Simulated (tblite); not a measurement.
C₂H₁₁NSi₂.
Atom-mapped SMILES: `[CH3:1][NH:2][SiH2:3][CH2:4][SiH3:5]` (hydrogens: H6, H7, H8 on C1; H9 on N2; H10, H11 on Si3; H12, H13 on C4; H14, H15, H16 on Si5)

Geometry (GFN2-xTB, Å), atoms numbered from 1 in this order:
```
atom  x, y, z in Å
C1    -1.971    0.316    0.969
N2    -1.345    0.642   -0.290
Si3   -0.285   -0.408   -1.145
C4     1.108   -0.950    0.027
Si5    2.050    0.446    0.901
H6    -2.213    1.231    1.516
H7    -2.893   -0.264    0.845
H8    -1.278   -0.270    1.569
H9    -1.935    1.243   -0.845
H10    0.206    0.419   -2.249
H11   -0.917   -1.630   -1.687
H12    1.818   -1.538   -0.554
H13    0.707   -1.632    0.778
H14    3.095   -0.146    1.748
H15    2.687    1.321   -0.086
H16    1.158    1.229    1.758
```

Computed values, GFN2-xTB/tblite, gas phase, harmonic and unscaled. Against measured fundamentals such values can be off by several per cent, at times by over 20. Modes of hydrogen on silicon can be 10 to 20 % off. One conformer, not necessarily the lowest.

Harmonic wavenumbers (cm⁻¹): 61.6, 90.5, 115.1, 139.3, 151.8, 212.8, 320.3, 477.0, 499.6, 503.5, 528.4, 594.4, 653.1, 701.3, 731.3, 779.9, 788.8, 799.7, 807.1, 819.9, 854.6, 1025.4, 1065.2, 1111.3, 1143.8, 1164.4, 1370.6, 1421.9, 1468.4, 1493.1, 1505.4, 2117.0, 2202.3, 2241.2, 2253.6, 2254.2, 2895.9, 2966.0, 2967.5, 2984.2, 3033.1, 3448.3.

A = 4101, B = 1783, C = 1433 MHz; mass 105.043 u (most abundant isotopes); point group C1, symmetry number 1.

Q: What is the zero-point energy?

A: Half the sum of the wavenumbers: 26381 cm⁻¹ = 315.59 kJ/mol.

Q: What is S at 400 K and 1 bar for an ideal gas of classical rigid rotors and harmonic oscillators?

A: Translation 173.01, rotation 120.06, vibration 145.92: S = 439.0 J/(mol K).

Q: And Cp and H(400 K) − H(0)?

A: Cp = 182.03 J/(mol K), of which vibrations give 148.77 (their classical limit is 42 R = 349.2); H(400 K) − H(0) = 43.90 kJ/mol without the zero-point energy, 30.60 from vibrations.

Q: Which modes carry the vibrational entropy at 400 K?

A: 61.6 cm⁻¹: 20.86; 90.5 cm⁻¹: 17.68; 115.1 cm⁻¹: 15.71; 139.3 cm⁻¹: 14.15; 151.8 cm⁻¹: 13.45; 212.8 cm⁻¹: 10.74 J/(mol K); the other 36 give 53.34 together.

Q: What must be added to the electronic energy to get the Gibbs energy at 400 K and 1 bar?

A: ZPE + [H(400 K) − H(0)] − T·S = 315.59 + 43.90 − 175.60 = 183.89 kJ/mol.

Hindered rotation and anharmonicity are outside this model. Other conformers, if any are populated, would add a mixing term that is left out. The structure is chiral; the term R ln 2 for an equal mix with its mirror image is left out.

On one thread, Intel Xeon at 2.70 GHz (x86_64), on a shared host, this took 0.59 s wall. The figure is for the frequency step alone.
